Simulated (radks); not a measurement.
Task: Isoelectronic series with 4 electrons, each ion in its NIST ground configuration. All-electron calculation, scalar-relativistic Kohn-Sham, r2SCAN, spin-polarised, spherical densities, finite nucleus; meta-GGA in the generalised Kohn-Sham scheme; Fermi nuclear charge, rms radius of each element as measured or else 0.836 A^(1/3) + 0.57 fm. Program: a radial shooting solver on a logarithmic mesh with Libxc functionals. Total energies (hartree) and mean radii <r> (bohr):

ion,configuration,E (hartree),2s,1s
Be,[He] 2s2,-14.65204,2.618,0.4182
B+,[He] 2s2,-24.32398,1.787,0.3275
N3+,[He] 2s2,-51.19265,1.108,0.2281
O4+,[He] 2s2,-68.39082,0.9332,0.1980
F5+,[He] 2s2,-88.10139,0.8062,0.1749
Ne6+,[He] 2s2,-110.32761,0.7098,0.1566
Mg8+,[He] 2s2,-162.34245,0.5728,0.1294
Al9+,[He] 2s2,-192.13997,0.5224,0.1191
Si10+,[He] 2s2,-224.47091,0.4801,0.1102
P11+,[He] 2s2,-259.34086,0.4441,0.1026
S12+,[He] 2s2,-296.75585,0.4131,0.09598
Cl13+,[He] 2s2,-336.72238,0.3861,0.09014
Ar14+,[He] 2s2,-379.24744,0.3624,0.08495
K15+,[He] 2s2,-424.33846,0.3414,0.08032

Estimate the row of C2+ ([He] 2s2).

Result: E (hartree) -36.50428; 2s 1.366; 1s 0.2690.
